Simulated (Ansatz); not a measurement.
Which isomer of H5NSSiZn gives these data?

These gas-phase data were calculated for one isomer of H5NSSiZn at PBE0-D3(BJ)/def2-SVP (harmonic, unscaled wavenumbers; equilibrium rotational constants with average atomic masses):

- rotational constants: 17.19, 1.047, 1.006 GHz
- all wavenumbers above 1500 cm⁻¹: 3622, 2705, 2209, 2198, 2184

Candidates:

(1) `S[SiH2][NH][ZnH]`, a singlet
(2) `[SiH3][NH][Zn][SH]`, a singlet

Which candidate do the data belong to?

Candidate (2). 3 modes lie between 2000 and 2380 cm⁻¹, one for each Si–H bond, while (1) has 2.

The same quantities for all candidates:

```
     rotational constants (GHz)   wavenumbers above 1500 cm⁻¹  E above the lowest, PBE0-D3(BJ)/def2-SVP (kcal/mol)
(1)        10.12, 0.905, 0.8707  3612, 2714, 2219, 2200, 1919                                                  4.4
(2)         17.19, 1.047, 1.006  3622, 2705, 2209, 2198, 2184                                                  0.0
```

Harmonic stretches to hydrogen usually lie a few per cent above observed fundamentals. Each candidate is one conformer. Programs: Ansatz 0.2.0.
